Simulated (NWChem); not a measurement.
System: SrO; SMILES [O]=[Sr]

All runs: NWChem. def2 effective core potentials on Sr; no spin-orbit coupling. Each level has its own optimisation.

For level PBE0/def2-SVP:

```
Item        Result
----------  ------
dipole (D)    8.65
```

Question: What are these values for level BP86/def2-TZVP?

Answer: 
| Item | Value |
|---|---|
| dipole (D) | 7.80 |
